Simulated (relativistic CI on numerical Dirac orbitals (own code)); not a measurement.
## Line list: Electric-dipole lines, Sr⁺

These numbers are calculated, not measured: Dirac-Coulomb-Breit CI, orbitals from a KLI potential per configuration, model QED (radiative potential, 1s self-energy scaled to tabulated hydrogen-like ionisation energies), valence Slater integrals scaled by 0.85, P86 correlation energy added to each configuration (own radial code, finite nucleus).

Configuration list (outside the closed core [Kr]): 5s, 4d, 5p, 6s, 5d, 6p, 4f, 7s, 5f, 5g, 6d, 7p, 8s, 7d, 8p, 9s, 9p. Levels of other configurations are missing.

| λ vac (nm) | Lower | Upper | A (s⁻¹) | log gf | S velocity/length |
| --- | --- | --- | --- | --- | --- |
| 212.51 | 4d ²D3/2 [2] | 4f ²F°5/2 [12] | 3.84e+08 | 0.19 | 0.80 |
| 213.13 | 4d ²D5/2 [3] | 4f ²F°5/2 [12] | 2.76e+07 | -0.95 | 0.80 |
| 245.77 | 5p ²P°1/2 [4] | 7s ²S1/2 [13] | 2.80e+07 | -1.30 | 0.99 |
| 249.86 | 5p ²P°3/2 [5] | 7s ²S1/2 [13] | 5.50e+07 | -0.99 | 1.00 |
| 349.89 | 5p ²P°1/2 [4] | 5d ²D3/2 [7] | 2.20e+08 | 0.21 | 0.94 |
| 357.45 | 5p ²P°3/2 [5] | 5d ²D5/2 [8] | 2.58e+08 | 0.47 | 0.94 |
| 358.24 | 5p ²P°3/2 [5] | 5d ²D3/2 [7] | 4.35e+07 | -0.48 | 0.94 |
| 424.68 | 5p ²P°1/2 [4] | 6s ²S1/2 [6] | 6.98e+07 | -0.42 | 1.03 |
| 437.06 | 5p ²P°3/2 [5] | 6s ²S1/2 [6] | 1.39e+08 | -0.10 | 1.04 |

Terms are leading LS components. Brackets give the number of a level in order of energy, since labels repeat. The list gives strong lines, with weight on those to low levels, and without lines across small gaps between configurations, and without 57 lines that miss the measured interval by over 3.5 %, start from a term whose rates miss tabulated ones by over 60 %, have gauges far apart or, lacking measured levels, span too small a gap for the errors found; lines with a level outside our table were not tested and can miss by more. Levels whose partners in the same complex of configurations lie outside the list can be far off, and so can their lines. Rates are taken at the computed energies, electric ones in the length gauge. A velocity-to-length ratio far from 1 marks an uncertain rate.

Correlation outside the listed configurations is missing or only estimated: errors of thousands of cm⁻¹ between configurations and terms are usual at this charge. Rates and lifetimes follow the computed energies and can be off by large factors. The fine structure of a lone outer electron comes out too small, for d and f at times inverted, and misplaced configurations move strength between like terms. 11 of the 11 excited levels that our extract of the measured tables holds in this range could be paired (the sources list more); they are missed by 1558 cm⁻¹ on average and 2415 at most, and levels without a partner can miss by more.
